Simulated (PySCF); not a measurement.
Assigning NMR signals

Cartesian coordinates in Å; atom numbers follow the order of the lines, from 1:
```xyz
12

F     2.586    0.311    1.084
C     1.275   -0.019    0.882
C     0.816    0.510   -0.437
C    -0.404    0.339   -0.921
F    -0.753    0.844   -2.121
C    -1.531   -0.402   -0.249
F    -1.812    0.139    0.963
F    -1.184   -1.690    0.000
H     0.703    0.414    1.712
H     1.208   -1.113    0.926
H     1.546    1.064   -1.009
H    -2.449   -0.398   -0.855
```

[PySCF 2.14: geometry: GFN2-xTB; shielding tensors at PBE0/pcSseg-1 (GIAO); fast rotation and ring inversion assumed for equivalent nuclei; non-relativistic Hamiltonian; gas phase; single conformer]

δ = σ(ref) − σ, references computed at the same level: 13C, 1H against TMS.

Task: Assign these signals to the numbered atoms. 13C{1H} NMR (computed): δ 161.5, 124.8, 119.3, 79.8.

Result: 
```tsv
δ (ppm)	atoms	environment	reason
161.5	C4	fully substituted alkene carbon	the olefinic region
124.8	C3	alkene CH	the olefinic region
119.3	C6	allylic sp3 CH bonded to 2 F	2 electronegative neighbours deshield it
79.8	C2	allylic sp3 CH2 bonded to F	deshielded by the electronegative neighbour
```

Task: Assign these signals to the numbered atoms. 1H NMR (600 MHz, computed): δ 6.40 (m, 1H), 6.39 (m, 1H), 5.92 (m, 2H).

Result: 
| δ (ppm) | atoms | environment | reason |
| --- | --- | --- | --- |
| 6.40 | H11 | hydrogen on an alkene CH | attached to an sp2 carbon and in the plane of the double bond |
| 6.39 | H12 | hydrogen on an allylic sp3 CH bonded to 2 F | its carbon carries F, which withdraws density |
| 5.92 | H9/H10 | hydrogen on an allylic sp3 CH2 bonded to F | its carbon carries F, hence the downfield position |

H11 and H12 lie closer than the usual error of such a calculation, so a measured spectrum could show them in the other order.

Splittings by 19F in the carbon and heteronuclear signals aren't shown, as no couplings were computed. Shifts are as computed. Against solution values, carbons near 30 ppm lie about +3 ppm off and those near 130 ppm about +5 ppm. Of 1309 compounds with measured shifts, 239 miss one by over three times the rms of a fit or turn the order of signals round; such compounds aren't used in these exercises. Multiplicities follow the n + 1 count of equivalent neighbours, as no J values were calculated; m marks all less simple cases, F and P coupling included.
